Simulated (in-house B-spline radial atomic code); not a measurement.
A run on neutral germanium (an excited or competing configuration) that did not converge. Method: non-relativistic B97-1, spin-polarised, spherical fractional occupations, point nucleus; computed with an all-electron radial atomic-structure program (B-spline basis).

Command:
```bash
python run_scf.py task.json out
```
Settings:
```
Z                32
configuration    [Ar] 3d10 4s1 4p2 5f1
hamiltonian      nr
method           b97_1
spin_polarised   True
```

First and last ten iterations of the last attempt (damped for 15 steps, keeping 80 % of the old Fock matrix, then DIIS):
```
 iter        energy (Eh)    residual
    1       -2075.471996    4.12e-01
    2       -2075.904791    1.35e-01
    3       -2076.188277    7.35e-02
    4       -2076.280581    4.23e-02
    5       -2076.309384    2.95e-02
    6       -2076.318112    2.10e-02
    7       -2076.321103    1.52e-02
    8       -2076.322241    1.13e-02
    9       -2076.322620    8.45e-03
   10       -2076.322773    6.38e-03
  111       -2076.323042    1.84e-05
  112       -2076.323041    2.74e-05
  113       -2076.323041    2.62e-05
  114       -2076.323043    1.82e-05
  115       -2076.323043    2.25e-05
  116       -2076.323043    2.37e-05
  117       -2076.323043    1.79e-05
  118       -2076.323042    1.89e-05
  119       -2076.323042    1.91e-05
  120       -2076.323042    2.12e-05
 not converged after 120 iterations
```

The smallest residual met was 1.4e-05; the threshold is about 3e-07. Over the last five steps the energy moves by less than 2e-06 hartree, but the orbitals didn't meet the threshold. Cost of the run: 3 s on 1 thread of Arm Neoverse V2, with other jobs on the host.
